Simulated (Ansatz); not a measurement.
## SnH3Cl (SnClH3): methods side by side

SnH3Cl has 5 atoms, charge 0, and is taken as a singlet. As SMILES, `[H][Sn]([H])([H])[Cl]`. The shape comes from GFN2-xTB, which is rough for such elements, and wasn't checked as a minimum.

Each level gives the electronic atomisation energy (eV). The values are calculated. Electronic energies at fixed atoms, without zero-point motion or spin-orbit coupling.

```csv
level,kind,program,value (eV),less FCI/STO-3G,CPU time (all runs)
r2SCAN/STO-3G,meta-GGA,Ansatz,18.45,+2.30,16 s
BHLYP/STO-3G,global hybrid,Ansatz,18.01,+1.86,3.6 s
PBE0/STO-3G,global hybrid,Ansatz,18.03,+1.88,3.8 s
CAM-B3LYP/STO-3G,range-separated hybrid,Ansatz,18.51,+2.36,4.3 s
wB97M-V/STO-3G,range-separated hybrid,Ansatz,18.99,+2.84,41 s
wB97X/STO-3G,range-separated hybrid,Ansatz,18.20,+2.05,17 s
CCSDT/STO-3G,coupled cluster or CI,Ansatz,16.14,-0.01,1.6 s
CCSDTQ/STO-3G,coupled cluster or CI,Ansatz,16.15,0.00,40 s
FCI/STO-3G,exact in the basis,Ansatz,16.15,0.00,11 s
```

FCI/STO-3G is exact within its basis and frozen core, so for wave-function methods in that basis the difference is their error; functionals converge differently with the basis, so for them it is only a difference. All-electron rows without a relativistic Hamiltonian named are non-relativistic. The values span 16.14 to 18.99 eV. All rows use very small basis sets, so none should be taken for the real molecule's value. In the correlated wave-function rows the outer d shell of Sn is correlated, in sets not made for it. Times are those of the runs behind each value, whatever else they computed, on shared processors of several kinds: orders of magnitude only.
